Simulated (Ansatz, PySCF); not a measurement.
Process, species as SMILES: F[SiH3] [fluorosilane] → [SiH3] (SiH3) + F atom (the F-Si bond at the site shown breaks; other sites are not compared here)
Structures are relaxed separately at B3LYP-D3(BJ)/def2-TZVP in Ansatz (a quantum-chemistry and plane-wave program). Frequencies are from Ansatz or PySCF.

Wanted: bond dissociation energy (enthalpy at 298 K, with B3LYP-D3(BJ) rigid-rotor harmonic-oscillator terms), in eV. Correlated levels leave the core frozen unless marked. Open shells are spin-unrestricted. No spin-orbit coupling. No relativistic terms. Basis-set limits of correlation are two-point, X^-3; Hartree-Fock from the larger set.

CCSD(T)/CBS(def2-TZVPPD,def2-QZVPPD) (Ansatz) gives 6.58 eV.

Question: Another calculation gave 6.41 eV. Which level was it?
(A) SVWN5/def2-TZVPD (Ansatz)
(B) BHLYP/def2-TZVPD (Ansatz)
(C) PBE0/def2-TZVPD (Ansatz)
(D) PBE/def2-TZVPD (Ansatz)

Answer: D, PBE/def2-TZVPD (Ansatz). The others give 6.24 (PBE0), 7.31 (SVWN5), 6.13 (BHLYP) eV.
